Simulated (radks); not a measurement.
Isoelectronic series with 22 electrons, each ion in its NIST ground configuration. Calculated with a radial shooting solver on a logarithmic mesh with Libxc functionals: scalar-relativistic Kohn-Sham, PBE, spin-unpolarised, spherical densities, finite nucleus; Fermi nuclear charge, rms radius of each element as measured or else 0.836 A^(1/3) + 0.57 fm. Total energies (hartree) and orbital eigenvalues (eV):

ion,configuration,E (hartree),3d,3p,3s,2p
Ti,[Ar] 3d2 4s2,-853.56264,-4.2589,-38.8609,-62.6333,-444.2594
V+,[Ar] 3d4,-948.73853,-8.9877,-47.1825,-73.1837,-505.5106
Mn3+,[Ar] 3d4,-1156.21478,-41.2031,-90.2924,-121.8297,-667.2762
Fe4+,[Ar] 3d4,-1268.32074,-63.3750,-117.9407,-152.4541,-760.1550
Co5+,[Ar] 3d4,-1385.99817,-89.0746,-149.0991,-186.6920,-860.4861
Ni6+,[Ar] 3d4,-1509.25354,-118.1467,-183.6185,-224.3842,-968.1151
Cu7+,[Ar] 3d4,-1638.09685,-150.4995,-221.4165,-265.4446,-1082.956
Zn8+,[Ar] 3d4,-1772.54214,-186.0743,-262.4440,-309.8235,-1204.957
Ga9+,[Ar] 3d4,-1912.60468,-224.8308,-306.6698,-357.4919,-1334.089
Ge10+,[Ar] 3d4,-2058.30185,-266.7406,-354.0737,-408.4332,-1470.332

Estimate the row of Cr2+ ([Ar] 3d4).

Answer. E (hartree) -1049.68168; 3d -22.8557; 3p -66.4603; 3s -95.1464; 2p -582.1585.
